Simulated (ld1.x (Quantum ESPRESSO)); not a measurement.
# Transferability test, PAW potential for Ni

ld1.x (Quantum ESPRESSO) 7.5 input, shortened:

```
&input
   title='Ni', zed=28., rel=1, dft='PZ', iswitch=3,
   config='[Ar] 3d8 4s1.75 4p0.25'
 /
 &inputp
   pseudotype=3, lpaw=.true., tm=.true., lloc=-1, rcloc=1.75,
   nlcc=.true., new_core_ps=.true., rcore=1.45,
   which_augfun='PSQ', rmatch_augfun_nc=.true.
 /
6
4S  1  0   1.75   0.00  2.05  2.75  0.0
4S  1  0   0.00   0.60  2.05  2.75  0.0
4P  2  1   0.25   0.00  3.10  3.30  0.0
4P  2  1   0.00   4.10  3.10  3.30  0.0
3D  3  2   8.00   0.00  1.15  1.40  0.0
3D  3  2   0.00  -0.30  1.15  1.40  0.0
 &test
   configts(1)='3d8 4s1.75 4p0.25'
 /
```

Energies are relative to the spin-unpolarised reference configuration 3d8 4s1.75 4p0.25; without spin polarisation the order of configurations can differ from experiment. Spin-polarised rows fill each open shell by Hund’s rule, majority spin first.

| valence configuration | charge | ΔE all-electron (eV) | error AE − PS (meV) |
| --- | --- | --- | --- |
| 3d8 4s2 4p0 | 0 | -1.139 | +0.2 |
| 3d8 4s1 4p0 | +1 | 8.462 | -1.5 |
| 3d8 4s0 4p0 | +2 | 26.121 | -9.2 |
| 3d7 4s2 4p0 | +1 | 15.267 | -62 |
| 3d9 4s0 4p0 | +1 | 5.423 | -99 |
| 3d8 4s1.75 4p0.25 (spin-polarised) | 0 | -1.003 | -2.6 |
| 3d8 4s2 4p0 (spin-polarised) | 0 | -2.051 | -2.3 |

Task: What are ΔE and the potential's error for 3d8 4s1.5 4p0?

Result: ΔE = 2.704 eV all-electron; the error (AE − PS) is -0.4 meV.

Task: What are ΔE and the potential's error for 3d8.5 4s1.5 4p0?

Result: ΔE = -2.340 eV all-electron; the error (AE − PS) is -17 meV.
